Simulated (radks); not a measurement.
Problem. The silver ion Ag3+, 44 electrons, occupied as [Kr] 4d8. Method: Dirac Kohn-Sham, exchange-only B88, spin-unpolarised, spherical densities, point nucleus; open shells are shared between the two j in proportion to 2j + 1; computed with a radial shooting solver on a logarithmic mesh with Libxc functionals. Some entries of the table are withheld. Estimate them.

| orbital | occ. | eigenvalue (eV) | <r^2> (bohr^2) | <r> (bohr) |
|---|---|---|---|---|
| 1s1/2 | 2 | -25358.14 | 0.001308 | 0.03111 |
| 2s1/2 | 2 | (1) | 0.02140 | 0.1345 |
| 2p1/2 | 2 | -3502.187 | 0.01599 | 0.1141 |
| 2p3/2 | 4 | -3326.766 | 0.01732 | 0.1192 |
| 3s1/2 | 2 | -721.2169 | 0.1554 | 0.3683 |
| 3p1/2 | 2 | -616.5209 | 0.1508 | 0.3600 |
| 3p3/2 | 4 | -585.5603 | 0.1598 | 0.3710 |
| 3d3/2 | 4 | -400.1468 | 0.1409 | 0.3437 |
| 3d5/2 | 6 | -393.9097 | 0.1436 | 0.3472 |
| 4s1/2 | 2 | -132.2860 | 0.9283 | 0.9055 |
| 4p1/2 | 2 | -99.0589 | 1.069 | 0.9668 |
| 4p3/2 | 4 | -93.8178 | 1.135 | 0.9962 |
| 4d3/2 | 3.2 | -42.8706 | (2) | (3) |
| 4d5/2 | 4.8 | -42.2028 | (4) | (5) |
| 5s1/2 | 0 | -30.6676 | 6.174 | 2.347 |
| 5p1/2 | 0 | -23.4807 | 8.254 | 2.710 |
| 5p3/2 | 0 | -22.8598 | 8.666 | 2.778 |

Solution. 
(1) 2s1/2 eigenvalue (eV): -3765.425
(2) 4d3/2 <r^2> (bohr^2): 1.838
(3) 4d3/2 <r> (bohr): 1.246
(4) 4d5/2 <r^2> (bohr^2): 1.879
(5) 4d5/2 <r> (bohr): 1.260
